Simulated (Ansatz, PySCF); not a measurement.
C2H12OSi3, SMILES [SiH2]([SiH2]OCC)[SiH3]. Atoms are numbered in the order given.

```xyz
18

C     -2.8346     1.0262    -0.9328
C     -2.0286    -0.0811    -0.2926
O     -1.2708     0.4569     0.7814
Si    -0.1109    -0.4364     1.5944
Si     1.5845    -1.0075     0.0609
Si     1.8331     0.8658    -1.3328
H     -3.4443     0.6347    -1.7617
H     -3.5039     1.4879    -0.1911
H     -2.1669     1.8081    -1.3260
H     -1.3564    -0.5482    -1.0439
H     -2.6976    -0.8824     0.0807
H     -0.7183    -1.6428     2.2479
H      0.4418     0.4648     2.6443
H      1.2294    -2.2074    -0.7638
H      2.8698    -1.2962     0.7744
H      2.9751     0.7086    -2.2852
H      2.0689     2.0831    -0.4979
H      0.5816     1.0696    -2.1262
```

Geometry: r2SCAN-D4/def2-SVP. The structure was generated by enumeration, and PubChem lists no compound with its InChIKey, so it may never have been made. The values are those of a single conformer.

Two levels are set side by side: PBE-D3(BJ)/def2-SVP (Ansatz, an electronic-structure program) and r2SCAN-D4/def2-SVP (Ansatz). Each level has its own optimised geometry; the coordinates shown are those of the second. Frequencies come from the Hessian of PySCF at each geometry. Differences are taken from unrounded values.

```
quantity                            r2SCAN-D4
----------------------------------  ---------
mean bond length (Å)                    1.489
bond C1–C2 (Å)                          1.512
bond C2–O3 (Å)                          1.420
bond O3–Si4 (Å)                         1.675
bond Si4–Si5 (Å)                        2.356
bond Si5–Si6 (Å)                        2.348
bond C1–H7 (Å)                          1.101
bond C1–H8 (Å)                          1.101
bond C1–H9 (Å)                          1.101
bond C2–H10 (Å)                         1.111
bond C2–H11 (Å)                         1.109
bond Si4–H12 (Å)                        1.500
bond Si4–H13 (Å)                        1.490
bond Si5–H14 (Å)                        1.499
bond Si5–H15 (Å)                        1.498
bond Si6–H16 (Å)                        1.495
bond Si6–H17 (Å)                        1.495
highest harmonic wavenumber (cm⁻¹)       3147
mean harmonic wavenumber (cm⁻¹)          1183
zero-point energy (kcal/mol)            81.20
```

What does PBE-D3(BJ) give, and how far is it from r2SCAN-D4? (Estimate from the structure and the level; the computed values follow.)


```csv
quantity,PBE-D3(BJ),PBE-D3(BJ) minus r2SCAN-D4
mean bond length (Å),1.497,0.009
bond C1–C2 (Å),1.518,0.006
bond C2–O3 (Å),1.425,0.005
bond O3–Si4 (Å),1.689,0.014
bond Si4–Si5 (Å),2.363,0.007
bond Si5–Si6 (Å),2.354,0.006
bond C1–H7 (Å),1.109,0.008
bond C1–H8 (Å),1.108,0.008
bond C1–H9 (Å),1.108,0.008
bond C2–H10 (Å),1.119,0.008
bond C2–H11 (Å),1.116,0.008
bond Si4–H12 (Å),1.512,0.011
bond Si4–H13 (Å),1.501,0.011
bond Si5–H14 (Å),1.509,0.010
bond Si5–H15 (Å),1.508,0.010
bond Si6–H16 (Å),1.506,0.011
bond Si6–H17 (Å),1.505,0.010
highest harmonic wavenumber (cm⁻¹),3076,-71
mean harmonic wavenumber (cm⁻¹),1151,-32
zero-point energy (kcal/mol),78.99,-2.20
```
